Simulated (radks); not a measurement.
Neutral arsenic inside a hard spherical wall (all orbitals vanish at R), configuration held at [Ar] 3d10 4s2 4p3 and not refilled when levels cross. Calculated with a radial shooting solver on a logarithmic mesh with Libxc functionals: scalar-relativistic Kohn-Sham, PBEsol, spin-unpolarised, spherical densities, finite nucleus; Fermi nuclear charge, rms radius 4.0968 fm. Eigenvalues in eV, with the zero of energy where the potential of the charges vanishes at infinity; a dash marks a level that is unbound or too diffuse for the functional's potential to be trusted. A positive occupied level is held by the wall or, in an anion where self-interaction has pushed it up, behind a barrier. The pressure on the wall is -dE/dV.

[
 {"R (bohr)": "free", "E (hartree)": "-2259.19171", "kinetic (hartree)": "2302.435", "e(3p)": "-133.47", "e(3d)": "-40.643", "e(4s)": "-14.503", "e(4p)": "-5.197", "e(5s, empty)": "-", "e(5p, empty)": "-", "pressure (GPa)": "0"},
 {"R (bohr)": "15", "E (hartree)": "-2259.19171", "kinetic (hartree)": "2302.435", "e(3p)": "-133.47", "e(3d)": "-40.643", "e(4s)": "-14.503", "e(4p)": "-5.197", "e(5s, empty)": "-0.331", "e(5p, empty)": "0.684", "pressure (GPa)": "< 0.0001"},
 {"R (bohr)": "10", "E (hartree)": "-2259.19154", "kinetic (hartree)": "2302.437", "e(3p)": "-133.45", "e(3d)": "-40.624", "e(4s)": "-14.487", "e(4p)": "-5.181", "e(5s, empty)": "0.247", "e(5p, empty)": "2.055", "pressure (GPa)": "0.00492"},
 {"R (bohr)": "8", "E (hartree)": "-2259.18972", "kinetic (hartree)": "2302.452", "e(3p)": "-133.32", "e(3d)": "-40.497", "e(4s)": "-14.385", "e(4p)": "-5.080", "e(5s, empty)": "1.381", "e(5p, empty)": "4.109", "pressure (GPa)": "0.0888"},
 {"R (bohr)": "7", "E (hartree)": "-2259.18494", "kinetic (hartree)": "2302.485", "e(3p)": "-133.08", "e(3d)": "-40.261", "e(4s)": "-14.202", "e(4p)": "-4.888", "e(5s, empty)": "2.727", "e(5p, empty)": "6.260", "pressure (GPa)": "0.399"},
 {"R (bohr)": "6", "E (hartree)": "-2259.16819", "kinetic (hartree)": "2302.586", "e(3p)": "-132.49", "e(3d)": "-39.669", "e(4s)": "-13.755", "e(4p)": "-4.387", "e(5s, empty)": "5.423", "e(5p, empty)": "10.166", "pressure (GPa)": "1.93"},
 {"R (bohr)": "3.5", "E (hartree)": "-2258.49099", "kinetic (hartree)": "2305.410", "e(3p)": "-123.63", "e(3d)": "-30.980", "e(4s)": "-6.340", "e(4p)": "5.008", "e(5s, empty)": "41.285", "e(5p, empty)": "52.773", "pressure (GPa)": "201"},
 {"R (bohr)": "3", "E (hartree)": "-2257.66756", "kinetic (hartree)": "2308.281", "e(3p)": "-117.82", "e(3d)": "-25.324", "e(4s)": "0.052", "e(4p)": "13.056", "e(5s, empty)": "68.514", "e(5p, empty)": "82.607", "pressure (GPa)": "639"},
 {"R (bohr)": "2.5", "E (hartree)": "-2255.63469", "kinetic (hartree)": "2314.838", "e(3p)": "-107.92", "e(3d)": "-15.653", "e(4s)": "13.765", "e(4p)": "29.702", "e(5s, empty)": "121.09", "e(5p, empty)": "138.41", "pressure (GPa)": "2390"},
 {"R (bohr)": "2", "E (hartree)": "-2249.83316", "kinetic (hartree)": "2332.574", "e(3p)": "-88.790", "e(3d)": "3.611", "e(4s)": "48.528", "e(4p)": "69.707", "e(5s, empty)": "235.68", "e(5p, empty)": "256.10", "pressure (GPa)": "11500"},
 {"R (bohr)": "1.5", "E (hartree)": "-2228.81219", "kinetic (hartree)": "2393.432", "e(3p)": "-43.185", "e(3d)": "52.476", "e(4s)": "160.63", "e(4p)": "189.69", "e(5s, empty)": "536.99", "e(5p, empty)": "554.63", "pressure (GPa)": "84000"}
]
